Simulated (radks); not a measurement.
Trend from Lu2+ to Hg2+: ionisation energy by Delta-SCF between NIST ground configurations, and size. All-electron calculation, Dirac Kohn-Sham, PBE, spin-unpolarised, spherical densities, point nucleus; open shells fill j = l - 1/2 first. Program: a radial shooting solver on a logarithmic mesh with Libxc functionals.

species   configuration  IE (eV)  NIST (eV)       kind
Lu2+      [Xe] 4f14 6s1   21.067     20.959       exp.
Hf2+      [Xe] 4f14 5d2   22.056      22.55     theory
Ta2+      [Xe] 4f14 5d3   23.864         23     theory
W2+       [Xe] 4f14 5d4   25.644       26.0  semi-emp.
Re2+      [Xe] 4f14 5d5   26.426         27     theory
Os2+      [Xe] 4f14 5d6   28.124         25     theory
Ir2+      [Xe] 4f14 5d7   29.797         28     theory
Pt2+      [Xe] 4f14 5d8   31.448         29     theory
Au2+      [Xe] 4f14 5d9   33.082         30     theory
Hg2+     [Xe] 4f14 5d10   34.703      34.49       exp.

Reference values: NIST Atomic Spectra Database (exp. = measured, semi-emp. = semi-empirical, theory = theoretical value adopted there). Spin polarisation and multiplet splitting are left out, so open shells lie too high by an amount that depends on their filling.

Beside tabulated values, note that spin-unpolarised runs miss the spin-polarisation part of the exchange energy of open shells.
